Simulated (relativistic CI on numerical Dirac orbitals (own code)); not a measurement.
## Crystal-field levels of Re2+, 5d5

Calculated by Dirac-Coulomb-Breit CI, separate exchange-only KLI orbitals for each configuration, model QED (radiative potential, 1s self-energy scaled to tabulated hydrogen-like ionisation energies), valence Slater integrals scaled by 0.7, one configuration in a parametric crystal field (own radial code).

Field parameters in Wybourne normalisation: D4h B²₀ = −7Ds, B⁴₀ = 21(Dq − Dt), B⁴₄ = 21√(5/14) Dq. The field is a parameter set, without covalency.

S and J are read from ⟨S²⟩ = S(S + 1) and ⟨J²⟩ = J(J + 1) of each level; they are not fictitious spins.

D4h, 10Dq = 28700, Ds = -1500, Dt = 790 cm⁻¹, the lowest 10 levels:

| E (cm⁻¹) | Degeneracy | Irrep | S | J |
| --- | --- | --- | --- | --- |
| 0.0 | 2 | Γ7 | 0.60 | 4.34 |
| 3637 | 2 | Γ6 | 0.58 | 4.31 |
| 10334 | 2 | Γ7 | 0.64 | 4.35 |
| 14027 | 2 | Γ6 | 1.52 | 3.59 |
| 15003 | 2 | Γ7 | 1.51 | 3.58 |
| 15725 | 2 | Γ7 | 1.46 | 3.60 |
| 16768 | 2 | Γ6 | 1.48 | 3.69 |
| 19848 | 2 | Γ7 | 1.66 | 3.42 |
| 20950 | 2 | Γ7 | 1.61 | 3.34 |
| 21092 | 2 | Γ6 | 1.13 | 4.06 |

Principal g values of the ground doublet: 0.95, 0.95, 3.90.

D4h, 10Dq = 28700, Ds = 3000, Dt = 790 cm⁻¹, the lowest 10 levels:

```csv
E (cm⁻¹),Degeneracy,Irrep,S,J
0.0,2,Γ7,0.62,4.30
5299,2,Γ7,0.65,4.27
7318,2,Γ6,0.65,4.41
10274,2,Γ6,1.45,3.83
11807,2,Γ6,1.48,3.74
12453,2,Γ7,1.49,3.63
13850,2,Γ7,1.45,3.44
15090,2,Γ6,1.46,3.26
15298,2,Γ7,1.41,3.54
19849,2,Γ6,0.61,4.70
```

Principal g values of the ground doublet: 0.35, 2.93, 2.93.

D4h, 10Dq = 28700, Ds = 2590, Dt = 790 cm⁻¹, the lowest 16 levels:

```tsv
E (cm⁻¹)	Degeneracy	Irrep	S	J
0.0	2	Γ7	0.62	4.31
4756	2	Γ7	0.64	4.27
6515	2	Γ6	0.63	4.40
10682	2	Γ6	1.46	3.86
12425	2	Γ6	1.48	3.73
12865	2	Γ7	1.50	3.68
14387	2	Γ7	1.46	3.44
14894	2	Γ6	1.47	3.21
15036	2	Γ7	1.41	3.46
19940	2	Γ6	0.60	4.86
20617	2	Γ7	0.64	4.88
21853	2	Γ7	1.77	3.39
22014	2	Γ6	0.59	4.23
23254	2	Γ7	1.58	3.70
23689	2	Γ7	0.64	4.46
23711	2	Γ6	0.69	4.14
```

Principal g values of the ground doublet: 0.12, 2.91, 2.91.

D4h, 10Dq = 28700, Ds = 2180, Dt = 790 cm⁻¹, the lowest 16 levels:

| E (cm⁻¹) | Degeneracy | Irrep | S | J |
| --- | --- | --- | --- | --- |
| 0.0 | 2 | Γ7 | 0.62 | 4.32 |
| 4443 | 2 | Γ7 | 0.63 | 4.27 |
| 5805 | 2 | Γ6 | 0.61 | 4.39 |
| 11068 | 2 | Γ6 | 1.47 | 3.88 |
| 13147 | 2 | Γ7 | 1.51 | 3.73 |
| 13149 | 2 | Γ6 | 1.49 | 3.70 |
| 14920 | 2 | Γ7 | 1.48 | 3.34 |
| 14963 | 2 | Γ6 | 1.47 | 3.20 |
| 15201 | 2 | Γ7 | 1.41 | 3.49 |
| 19973 | 2 | Γ6 | 0.59 | 4.94 |
| 20887 | 2 | Γ7 | 0.92 | 4.67 |
| 21430 | 2 | Γ7 | 1.58 | 3.72 |
| 22690 | 2 | Γ6 | 0.69 | 4.26 |
| 22740 | 2 | Γ7 | 1.66 | 3.62 |
| 23392 | 2 | Γ7 | 0.68 | 4.47 |
| 23872 | 2 | Γ6 | 1.51 | 3.55 |

Principal g values of the ground doublet: 0.76, 2.79, 2.79.

D4h, 10Dq = 28700, Ds = 1770, Dt = 790 cm⁻¹, the lowest 16 levels:

| E (cm⁻¹) | Degeneracy | Irrep | S | J |
| --- | --- | --- | --- | --- |
| 0.0 | 2 | Γ7 | 0.62 | 4.33 |
| 4412 | 2 | Γ7 | 0.62 | 4.27 |
| 5224 | 2 | Γ6 | 0.60 | 4.38 |
| 11414 | 2 | Γ6 | 1.49 | 3.87 |
| 13264 | 2 | Γ7 | 1.50 | 3.72 |
| 13997 | 2 | Γ6 | 1.49 | 3.66 |
| 15360 | 2 | Γ6 | 1.47 | 3.25 |
| 15470 | 2 | Γ7 | 1.48 | 3.31 |
| 15854 | 2 | Γ7 | 1.44 | 3.54 |
| 20020 | 2 | Γ6 | 0.59 | 4.99 |
| 20833 | 2 | Γ7 | 1.52 | 3.85 |
| 21440 | 2 | Γ7 | 0.99 | 4.56 |
| 22344 | 2 | Γ7 | 1.63 | 3.65 |
| 23111 | 2 | Γ6 | 1.34 | 3.93 |
| 23255 | 2 | Γ7 | 0.75 | 4.43 |
| 23952 | 2 | Γ6 | 1.33 | 3.70 |

Principal g values of the ground doublet: 1.49, 2.56, 2.56.

The free-ion ground term has S = 5/2. The field overcomes the spin-pairing energy for D4h, 10Dq = 28700, Ds = -1500, Dt = 790 cm⁻¹; D4h, 10Dq = 28700, Ds = 3000, Dt = 790 cm⁻¹; D4h, 10Dq = 28700, Ds = 2590, Dt = 790 cm⁻¹; D4h, 10Dq = 28700, Ds = 2180, Dt = 790 cm⁻¹; D4h, 10Dq = 28700, Ds = 1770, Dt = 790 cm⁻¹, where the ground state has lower spin; these fields are assumed values.

Levels of this model without a field, named by their leading LS term (the scale mimics covalency, so terms lie below those of the real free ion): 6S_5/2 0, 4G_5/2 12859, 4G_7/2 15329, 4G_11/2 15886, 4G_5/2 16194, 4P_3/2 16234, 4G_9/2 16370, 4P_1/2 17937 cm⁻¹.
